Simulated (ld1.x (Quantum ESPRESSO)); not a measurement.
# Configuration tests for germanium (PAW)

ld1.x (Quantum ESPRESSO) 7.5 input, shortened:

```
&input
   title='Ge', zed=32., rel=1, dft='PZ', iswitch=3,
   config='[Ar] 3d10 4s2 4p2'
 /
 &inputp
   pseudotype=3, lpaw=.true., tm=.true., lloc=-1, rcloc=0.85,
   nlcc=.false.,
   which_augfun='PSQ', rmatch_augfun_nc=.true.
 /
6
4S  1  0   2.00   0.00  1.20  1.60  0.0
4S  1  0   0.00   1.00  1.20  1.60  0.0
3P  2  1   6.00   0.00  0.90  1.10  0.0
4P  3  1   2.00   0.00  0.90  1.10  0.0
3D  3  2  10.00   0.00  0.75  1.00  0.0
3D  3  2   0.00   2.05  0.75  1.00  0.0
 &test
   configts(1)='3p6 3d10 4s2 4p2'
 /
```

Energies are relative to the spin-unpolarised reference configuration 3p6 3d10 4s2 4p2; without spin polarisation the order of configurations can differ from experiment. Spin-polarised rows fill each open shell by Hund’s rule, majority spin first.

Its overlap operator is not positive definite in a basis up to 400 Ry (lowest eigenvalue p -2.96), so the file is unfit for use: the generalised eigenproblem breaks down once the basis is large enough, and its test numbers describe a broken file.

| valence configuration | charge | ΔE all-electron (eV) | error AE − PS (meV) |
| --- | --- | --- | --- |
| 3p6 3d10 4s2 4p1 | +1 | 7.636 | -0.7 |
| 3p6 3d10 4s2 4p0 | +2 | 23.352 | -4.7 |
| 3p6 3d10 4s1 4p0 | +3 | 58.570 | -8.0 |
| 3p6 3d10 4s0 4p0 | +4 | 105.224 | -12 |
| 3p6 3d10 4s2 4p1.5 | +0.5 | 2.889 | -0.2 |
| 3p6 3d10 4s1 4p2 | +1 | 16.413 | +1.0 |
| 3p6 3d9 4s2 4p2 | +1 | 38.946 | -402 |
| 3p6 3d10 4s2 4p2 (spin-polarised) | 0 | -0.563 | +0.1 |
| 3p6 3d10 4s2 4p1 (spin-polarised) | +1 | 7.451 | -0.8 |

Levels in the configuration 3p6 3d10 4s1 4p0:

```csv
level,all-electron (eV),pseudo (eV)
3p,-149.524,-149.592
3d,-63.475,-63.536
4s,-40.900,-40.899
```

Note: ghost state, extra bound levels that the all-electron valence spectrum of the same l lacks: s at -239.2 eV (p not tested). A true bound ghost makes a file unfit for plane-wave use.
